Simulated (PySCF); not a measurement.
SnH4, SMILES [SnH4].

The structure is a stationary point at PBE0-D3(BJ)/def2-TZVPD. The isomer is the one that the SMILES or the coordinates give; other isomers of the formula were not compared. The def2 effective core potentials stand for the cores of Sn; spin–orbit coupling is left out.

Two levels are set side by side: TDA-PBE/def2-TZVPD (PySCF) and TDA-ωB97X/def2-TZVPD (PySCF). Vertical, same geometry. The lowest singlet is HOMO−1→LUMO 88 % with PBE and HOMO−2→LUMO+2 46 %, HOMO−1→LUMO+1 46 % with the other functional; states are paired by order. Differences are taken from unrounded values.

```json
[
 {"quantity": "lowest singlet excitation (eV)", "TDA-ωB97X": "8.48", "TDA-PBE": "7.37", "TDA-PBE minus TDA-ωB97X": "-1.11"},
 {"quantity": "lowest triplet excitation (TDA) (eV)", "TDA-ωB97X": "7.61", "TDA-PBE": "6.68", "TDA-PBE minus TDA-ωB97X": "-0.93"},
 {"quantity": "first bright state (f over 0.05) (eV)", "TDA-ωB97X": "8.51", "TDA-PBE": "7.37", "TDA-PBE minus TDA-ωB97X": "-1.14"},
 {"quantity": "its oscillator strength", "TDA-ωB97X": "0.22", "TDA-PBE": "0.08", "TDA-PBE minus TDA-ωB97X": "-0.14"}
]
```

A lower first singlet is the usual sign of a functional without exact exchange. Differences between two approximate levels are no errors against the true value.

Rough cost on one machine, each run with all the roots and properties that it gave: TDA-ωB97X against TDA-PBE about 2 times.
